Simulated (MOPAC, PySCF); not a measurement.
C$_{3}$H$_{6}$Si, SMILES `C=[SiH]C=C` (C–C–Si–C torsion 15°), neutral singlet in the gas phase. 

Z-matrix (Å, degrees):
```
Si
C 1 1.7008
H 2 1.0837 1 123.49
H 2 1.0838 3 115.51 1 179.71
H 1 1.4797 2 121.12 3 178.04
C 1 1.8428 5 113.49 2 179.50
C 6 1.3325 1 124.27 5 165.38
H 7 1.0858 6 121.86 1 179.37
H 7 1.0858 8 116.25 6 -179.90
H 6 1.0887 7 118.27 8 -0.84
```
Charge 0, multiplicity 1.

All levels are single points at this geometry (PBE0-D3(BJ)/def2-TZVP); Pople sets use spherical d functions. Orbital energies aren't observables, and empty levels follow the basis.

| level | HOMO (eV) | LUMO (eV) | gap (eV) | dipole (D) | vertical IE, Delta-SCF (eV) |
|---|---|---|---|---|---|
| PBE0-D3(BJ)/def2-TZVP in PySCF | -6.20 | -1.63 | 4.58 | 1.57 | 8.06 |
| B3LYP/6-31G* in PySCF | -5.75 | -1.30 | 4.45 | 1.24 | 7.96 |
| B3LYP/LANL2DZ in PySCF | -6.04 | -1.56 | 4.48 | 1.16 | – |
| SVWN5/6-31G* in PySCF | -5.18 | -2.19 | 2.98 | 1.12 | 8.27 |
| HF/6-31G* in PySCF | -7.95 | 2.31 | 10.26 | 1.72 | 6.51 |
| HF/STO-3G in PySCF | -5.49 | 6.56 | 12.05 | 1.17 | – |
| AM1 in MOPAC | -8.78 | -0.38 | 8.40 | 0.40 | – |
| PM3 in MOPAC | -8.33 | -0.57 | 7.76 | 0.39 | – |
| PM7 in MOPAC | -9.21 | -0.95 | 8.26 | 0.63 | – |
